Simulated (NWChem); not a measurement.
BHSeClF; SMILES FB(Cl)[SeH]

```xyz
5

B     -0.4287    -0.5932     0.0000
Cl     0.7136    -1.9222     0.0000
F     -1.7188    -0.8630     0.0000
Se     0.2254     1.2272     0.0000
H     -1.1227     1.8151     0.0000
```
Atoms are numbered in this order, from 1.

Computed with NWChem. Pople sets run with spherical d functions. Coordinates come from a PBE0/def2-SVP optimisation. GIAO values for the isolated, static molecule; σ is the absolute isotropic shielding, δ = σ(reference) − σ with the isolated reference molecule computed at the same levels (11B: boron trifluoride, 19F: trichlorofluoromethane, 1H: tetramethylsilane). Spin-orbit effects, on the heavy nuclei and on their neighbours, are missing.

For level B3LYP/6-31G*:

| Item | Result |
|---|---|
| δ B1 (ppm) | 38.6 |
| σ Cl2 (ppm) | 774.8 |
| δ F3 (ppm) | 0.0 |
| σ Se4 (ppm) | 1954.5 |
| δ H5 (ppm) | 2.08 |

Task: Estimate the same quantities for level Hartree-Fock/6-31G*.

Result: 
- δ B1 (ppm) = 40.4
- σ Cl2 (ppm) = 852.2
- δ F3 (ppm) = 14.5
- σ Se4 (ppm) = 2124.7
- δ H5 (ppm) = 2.25
